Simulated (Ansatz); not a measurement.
The same path of CH9NSeSi2 (14 atoms, charge 0, multiplicity 1) was run twice with different band settings. The coordinate that changes most is the dihedral Se3–Si4–Si5–H13.

The calculation used Ansatz, RKS PBE0-D4/def2-SVP.

Relaxed end points:

```xyz
14
Properties=species:S:1:pos:R:3
N -0.485 2.006 1.126
C -1.361 1.010 0.596
Se -1.125 -0.715 1.548
Si -0.213 -1.861 -0.200
Si 1.721 -0.730 -0.894
H 0.484 1.834 0.871
H -0.744 2.935 0.799
H -2.406 1.299 0.780
H -1.271 0.786 -0.486
H -1.170 -2.010 -1.342
H 0.126 -3.220 0.322
H 1.382 0.714 -1.114
H 2.753 -0.805 0.186
H 2.297 -1.273 -2.165
```

```xyz
14
Properties=species:S:1:pos:R:3
N -0.583 2.078 0.926
C -1.412 1.015 0.453
Se -1.170 -0.615 1.557
Si -0.155 -1.877 -0.048
Si 1.777 -0.752 -0.756
H 0.399 1.913 0.717
H -0.854 2.968 0.512
H -2.470 1.290 0.574
H -1.275 0.703 -0.602
H -1.060 -2.148 -1.210
H 0.196 -3.177 0.600
H 2.754 -0.691 0.374
H 2.433 -1.389 -1.942
H 1.407 0.653 -1.127
```

Common settings: movable images 7; climbing image yes; spring 5.0 eV/Å²; optimiser quadratic models (default); force threshold 0.03 eV/Å; iteration limit 60; end points relaxed.

| run | start path |
| --- | --- |
| 1 | through a guess of the saddle point |
| 2 | straight line |

Problem. What does each run give, and how far can it be trusted?

Solution. Run 1: converged after 38 iterations, highest image 0.051 eV above the first end. A vibrational analysis at the climbing image gives one clearly imaginary mode, 83i cm⁻¹: a first-order saddle point.
Run 2: converged after 16 iterations, highest image 0.049 eV above the first end. Another band between the same ends (7 images) ends at a top of the same energy, where a vibrational analysis finds 1 clearly imaginary mode.
